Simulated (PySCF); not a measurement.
A structure optimised at B3LYP-D3(BJ)/def2-SVP, used in a PySCF frequency run:

```
Sb
Sb 1 2.8664
Sb 1 2.8664 2 60.00
Sb 1 2.8664 2 60.00 3 -70.53
```
Charge 0, spin multiplicity 1.

Write its SMILES, formula and point group.

[Sb]12[Sb]3[Sb]1[Sb]23, Sb4, Td

What are its rotational constants (standard atomic weights)?

0.50518, 0.50518, 0.50518 GHz
